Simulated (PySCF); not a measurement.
CH₆ClNOSi₂, SMILES O[Si@@]1(Cl)CN[SiH2]1. Coordinates come from a PBE-D3(BJ)/def2-SVP optimisation. The structure was generated by enumeration; whether it is a known compound was not checked. Other conformers were not sampled.

**Question.** Give the equilibrium geometry at PBE-D3(BJ)/def2-SVP (PySCF confirms it by a frequency run) as bond lengths and angles. (An estimate is asked for; the answer gives what the named calculation found.)

**Answer.** Several could match; the one computed here: 
Atoms: O1 Si2 Cl3 C4 N5 Si6 H7 H8 H9 H10 H11 H12. Bonds (Å): O1–Si2 1.675, O1–H7 0.974, Si2–Cl3 2.097, Si2–C4 1.913, Si2–Si6 2.347, C4–N5 1.473, C4–H8 1.114, C4–H9 1.116, N5–Si6 1.760, N5–H10 1.023, Si6–H11 1.513, Si6–H12 1.511. Bond angles (°): Si2–O1–H7 115.7, O1–Si2–Cl3 109.1, O1–Si2–C4 111.4, O1–Si2–Si6 124.6, Cl3–Si2–C4 114.2, Cl3–Si2–Si6 116.0, C4–Si2–Si6 77.8, Si2–C4–N5 95.2, Si2–C4–H8 113.4, Si2–C4–H9 111.9, N5–C4–H8 113.8, N5–C4–H9 114.3, H8–C4–H9 107.9, C4–N5–Si6 112.8, C4–N5–H10 118.0, Si6–N5–H10 129.2, Si2–Si6–N5 74.1, Si2–Si6–H11 120.5, Si2–Si6–H12 121.5, N5–Si6–H11 116.2, N5–Si6–H12 115.5, H11–Si6–H12 106.4.
